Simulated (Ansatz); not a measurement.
Vertical ionisation energy (eV) of eight halogen compounds: PBE beside CAM-B3LYP, computed with Ansatz (a first-principles code) for isolated molecules in the bases named; differences from unrounded values. The eight are the first of their class met in an unordered collection, after screening for sound electronic states; none was chosen by its value. Functionals give these values as differences of separate SCF runs (ΔSCF), EOM-CCSD as a root; each molecule has one DFT geometry for both levels.

| molecule | basis | CAM-B3LYP | PBE | difference |
|---|---|---|---|---|
| (E)-1-bromo-2-fluoroprop-1-ene (C3H4BrF), SMILES C/C(F)=C\Br | def2-SVPD | 9.38 | 9.03 | -0.36 |
| C₄H₅F, SMILES C#C[C@H](C)F | def2-SVPD | 10.64 | 10.26 | -0.39 |
| 1-bromo-1,1-difluoroethane (C₂H₃BrF₂), SMILES CC(F)(F)Br | def2-SVPD | 11.25 | 10.94 | -0.31 |
| C3H4Cl2, SMILES CC=C(Cl)Cl | def2-SVPD | 9.43 | 9.09 | -0.34 |
| bromo(trichloro)methane (CBrCl3), SMILES ClC(Cl)(Cl)Br | def2-SVPD | 11.10 | 10.32 | -0.77 |
| (3S)-3-fluorobut-1-ene (C₄H₇F), SMILES C=C[C@H](C)F | def2-SVPD | 9.98 | 9.77 | -0.21 |
| (Z)-1,2-dichloro-1-fluoroprop-1-ene (C3H3Cl2F), SMILES C(=C(\F)Cl)(/Cl)C | def2-SVPD | 9.42 | 9.03 | -0.40 |
| 1-chloropropane (C3H7Cl), SMILES ClCCC | def2-SVPD | 10.97 | 10.43 | -0.54 |

PBE lies below CAM-B3LYP in 8 and above it in 0 of the eight; the mean signed difference is -0.41 and the largest -0.77 eV.
